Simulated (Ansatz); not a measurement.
A nudged elastic band was laid between two geometries of BrF2H2NSi (7 atoms, charge 0, multiplicity 1).

The calculation used UKS B3LYP-D4/def2-mTZVP in Ansatz 0.2.0.

```yaml
movable_images: 5
climbing_image: yes
spring: 5.0 eV/Å²
optimiser: quadratic models (default)
start_path: through a guess of the saddle point
force_threshold: 0.05 eV/Å
iteration_limit: 60
end_points: relaxed
```

Initial state:

```xyz
7
Properties=species:S:1:pos:R:3
Si -0.433 0.116 0.400
Br 0.591 1.191 2.034
N 0.652 -0.216 -0.845
H 1.619 -0.449 -0.679
F -1.639 0.974 -0.190
F -1.133 -1.159 1.059
H 0.344 -0.456 -1.777
```

Final state:

```xyz
7
Properties=species:S:1:pos:R:3
Si -1.184 -0.153 -0.202
Br 2.714 0.307 1.549
N 0.335 0.067 -0.590
H 1.602 0.194 0.550
F -2.502 -0.292 -1.064
F -1.629 -0.277 1.301
H 0.664 0.154 -1.544
```

Task: Which bonds break or form, and what moves?

Result: Bonds broken: Si1–Br2, N3–H4. Bonds formed: Br2–H4. BrF2H2NSi becomes BrH + F2HNSi.

Task: What energy profile does the band end with?

Result: The forces met the threshold. The highest image is number 4 of 0 to 6, 3.47 eV above the first end and 0.10 eV above the last; the last end lies 3.37 eV above the first. Neighbouring images differ by up to 1.5 eV, so the band resolves the path poorly. A vibrational analysis at the climbing image gives one clearly imaginary mode, 114i cm⁻¹: a first-order saddle point. The orbitals were unrestricted but ended closed-shell.

```tsv
image	path coordinate (Å)	energy (eV)	Si1–Br2 (Å)	N3–H4 (Å)	Br2–H4 (Å)
0	0.00	0.00	2.21	1.01	3.33
1	0.72	0.31	2.25	1.01	2.79
2	1.45	1.50	2.52	1.01	2.31
3	2.17	2.99	3.15	1.05	2.07
4	2.90	3.47	3.72	1.19	1.81
5	3.52	3.38	4.10	1.67	1.51
6	4.14	3.37	4.30	1.71	1.50
```

Task: What is the geometry of the highest image?

Result: 
```xyz
7
Properties=species:S:1:pos:R:3:forces:R:3
Si -1.017 -0.148 -0.070 0.03 0.00 -0.01
Br 2.215 0.577 1.630 0.00 0.00 0.01
N 0.477 -0.180 -0.655 -0.03 -0.01 0.00
H 1.319 0.025 0.160 0.00 0.00 0.00
F -2.333 0.239 -0.838 -0.01 0.00 0.01
F -1.378 -0.543 1.393 0.00 0.00 0.00
H 0.718 0.029 -1.619 0.01 0.00 0.00
```

Run time: 4.9 min on 4 threads of Arm Neoverse N1 (shared host), peak memory 0.46 GiB.
